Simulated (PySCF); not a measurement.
## Electron correlation in Yb (ytterbium, neutral)

[Xe] 4f14 6s2, closed-shell 1S. Computed with PySCF 2.14 in cc-pVDZ-X2C (8s7p5d3f1g, 84 functions), with the spin-free X2C one-electron Hamiltonian (Gaussian nucleus). Frozen: [Kr] 4d10; 24 electrons correlated.

| level | correlation energy (mhartree) |
| --- | --- |
| CCSD | -930.30 |
| (T) | -35.16 |
| CCSD(T) | -965.46 |

Diagnostics: T1 = 0.022, D1 = 0.0711, largest double amplitude 0.086.

Task: Is a single reference adequate?

Result: Mostly. T1 lies below 0.03, but a double amplitude of this size points to a near-degeneracy that CCSD handles and MP2 describes poorly.
